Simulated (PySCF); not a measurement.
Species: C3H3BN2O2.
Bonds: N1–C2 (triple), C2–C3, C3–O4, O4–B5, B5–O6, B5–C7, C7–N8 (triple). Hydrogens: H9, H10 on C3; H11 on O6.

A GFN2-xTB structure with every atom displaced at random (by about 0.01 Å) was refined with PySCF, PBE0-D3(BJ)/def2-SVP geometry optimisation, gas phase. Values at the start:

```
 coordinate    start
      N1≡C2  1.160 Å
      C2–C3  1.465 Å
      C3–O4  1.364 Å
      C3–H9  1.100 Å
      O4–B5  1.390 Å
      B5–O6  1.329 Å
      B5–C7  1.555 Å
     O6–H11  0.962 Å
      C7≡N8  1.151 Å
   N1–C2–C3   177.9°
   C2–C3–O4   110.5°
   C3–O4–B5   124.6°
   O4–B5–O6   120.7°
   O4–B5–C7   120.3°
   B5–C7–N8   176.2°
   O6–B5–C7   118.9°
C2–C3–O4–B5     101°
C3–O4–B5–O6    -177°
```

How do these coordinates change at the PBE0-D3(BJ)/def2-SVP level?

| coordinate | PBE0-D3(BJ)/def2-SVP (Å or °) | change |
| --- | --- | --- |
| C3–O4 | 1.402 | +0.038 |
| O4–B5 | 1.359 | -0.031 |
| B5–O6 | 1.340 | +0.011 |
| C7≡N8 | 1.158 | +0.007 |
| B5–C7 | 1.560 | +0.005 |
| N1≡C2 | 1.156 | -0.004 |
| C3–H9 | 1.104 | +0.004 |
| O6–H11 | 0.965 | +0.003 |
| C2–C3 | 1.466 | +0.001 |
| N1–C2–C3 | 179.6 | +1.7 |
| C2–C3–O4 | 111.3 | +0.8 |
| C3–O4–B5 | 124.2 | -0.4 |
| B5–C7–N8 | 176.5 | +0.3 |
| O4–B5–C7 | 120.1 | -0.2 |
| O4–B5–O6 | 120.9 | +0.2 |
| O6–B5–C7 | 119.0 | +0.1 |
| C2–C3–O4–B5 | 98 | -3 |
| C3–O4–B5–O6 | -176 | +1 |

The energy falls by 1.6 kcal/mol over 15 energy and gradient evaluations, the largest force component goes from 0.0465 to 4.4e-04 Eh/bohr, and the atoms move by 0.035 Å rms after alignment. The bond that changes most is C3–O4 (sp3 carbon bound to oxygen to boron-bound oxygen), which lengthens by 0.038 Å. Bonds longer at the end by more than 0.005 Å: 3 of 10; shorter: 1. Rotational constants go from 3079, 1345, 1072 to 3029, 1360, 1078 MHz.

The run used 127 basis functions and 106 SCF cycles in all.

Not checked by PBE0-D3(BJ)/def2-SVP frequencies. The numbers are those of one conformer.

The values belong to the conformer `[N:1]#[C:2][CH2:3][O:4][B:5]([OH:6])[C:7]#[N:8]`: C2–C3–O4–B5 98°, C3–O4–B5–O6 -176°, H–O6–B5–O4 2°.
